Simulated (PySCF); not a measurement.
Atomic charges against the basis set

Compound: BCl4 (charge -1).
Numbering: `[Cl:1][B-:2]([Cl:3])([Cl:4])[Cl:5]`

PBE0 throughout (PySCF), one geometry, spherical d and f functions. Isolated species at its PBE0-D3(BJ)/def2-SVP geometry, gas phase. The geometry's basis has no diffuse functions. Atoms taken as equivalent share a column and are averaged.

Mulliken charges (e):

```csv
basis,functions,Cl1/Cl3/Cl4/Cl5,B2
STO-3G,41,-0.327,+0.308
6-31G,61,-0.170,-0.322
pcSseg-0,61,-0.340,+0.360
6-31G*,86,-0.249,-0.004
def2-SVP,86,-0.289,+0.155
cc-pVDZ,86,-0.285,+0.141
pcSseg-1,113,-0.355,+0.420
aug-cc-pVDZ,131,-0.449,+0.797
cc-pVTZ,166,-0.300,+0.201
"6-311+G(2d,p)",167,-0.291,+0.164
def2-TZVP,179,-0.306,+0.225
IGLO-III,211,-0.264,+0.056
```

IAO charges (e):

| basis | functions | Cl1/Cl3/Cl4/Cl5 | B2 |
| --- | --- | --- | --- |
| STO-3G | 41 | -0.215 | -0.140 |
| 6-31G | 61 | -0.243 | -0.029 |
| pcSseg-0 | 61 | -0.246 | -0.018 |
| 6-31G* | 86 | -0.257 | +0.028 |
| def2-SVP | 86 | -0.258 | +0.033 |
| cc-pVDZ | 86 | -0.261 | +0.045 |
| pcSseg-1 | 113 | -0.256 | +0.025 |
| aug-cc-pVDZ | 131 | -0.261 | +0.044 |
| cc-pVTZ | 166 | -0.261 | +0.045 |
| 6-311+G(2d,p) | 167 | -0.258 | +0.033 |
| def2-TZVP | 179 | -0.260 | +0.041 |
| IGLO-III | 211 | -0.256 | +0.024 |

Hirshfeld charges (e):

| basis | functions | Cl1/Cl3/Cl4/Cl5 | B2 |
| --- | --- | --- | --- |
| STO-3G | 41 | -0.330 | +0.321 |
| 6-31G | 61 | -0.272 | +0.087 |
| pcSseg-0 | 61 | -0.265 | +0.058 |
| 6-31G* | 86 | -0.274 | +0.097 |
| def2-SVP | 86 | -0.260 | +0.039 |
| cc-pVDZ | 86 | -0.265 | +0.059 |
| pcSseg-1 | 113 | -0.266 | +0.064 |
| aug-cc-pVDZ | 131 | -0.261 | +0.044 |
| cc-pVTZ | 166 | -0.262 | +0.050 |
| 6-311+G(2d,p) | 167 | -0.258 | +0.033 |
| def2-TZVP | 179 | -0.262 | +0.046 |
| IGLO-III | 211 | -0.256 | +0.025 |

Q: Which scheme is steadiest as the basis changes?

A: Largest range over the bases for any column: IAO 0.19 e, Hirshfeld 0.30 e, Mulliken 1.12 e. IAO charges move least and Mulliken charges most, counted in e. Without the minimal STO-3G basis the ranges are IAO 0.07, Hirshfeld 0.07, Mulliken 1.12 e.

Q: How much do the charges still move between the two largest bases, def2-TZVP and IGLO-III?

A: At most, over all atoms: Mulliken 0.169 e, IAO 0.017 e, Hirshfeld 0.021 e.

Q: What do the same runs give for the total energy and the frontier levels?

A: 
```json
{"basis": "STO-3G", "energy (Eh)": "-1844.9429", "HOMO (eV)": "-1.27", "LUMO (eV)": "11.03"}
{"basis": "6-31G", "energy (Eh)": "-1865.1323", "HOMO (eV)": "-3.71", "LUMO (eV)": "6.35"}
{"basis": "pcSseg-0", "energy (Eh)": "-1863.1309", "HOMO (eV)": "-3.58", "LUMO (eV)": "7.62"}
{"basis": "6-31G*", "energy (Eh)": "-1865.1909", "HOMO (eV)": "-3.52", "LUMO (eV)": "6.29"}
{"basis": "def2-SVP", "energy (Eh)": "-1864.6727", "HOMO (eV)": "-3.09", "LUMO (eV)": "7.79"}
{"basis": "cc-pVDZ", "energy (Eh)": "-1865.2916", "HOMO (eV)": "-3.36", "LUMO (eV)": "6.97"}
{"basis": "pcSseg-1", "energy (Eh)": "-1865.1927", "HOMO (eV)": "-3.64", "LUMO (eV)": "6.56"}
{"basis": "aug-cc-pVDZ", "energy (Eh)": "-1865.3093", "HOMO (eV)": "-3.76", "LUMO (eV)": "3.62"}
{"basis": "cc-pVTZ", "energy (Eh)": "-1865.3595", "HOMO (eV)": "-3.59", "LUMO (eV)": "6.29"}
{"basis": "6-311+G(2d,p)", "energy (Eh)": "-1865.3316", "HOMO (eV)": "-3.73", "LUMO (eV)": "3.67"}
{"basis": "def2-TZVP", "energy (Eh)": "-1865.3320", "HOMO (eV)": "-3.59", "LUMO (eV)": "5.96"}
{"basis": "IGLO-III", "energy (Eh)": "-1865.3129", "HOMO (eV)": "-3.43", "LUMO (eV)": "6.06"}
```
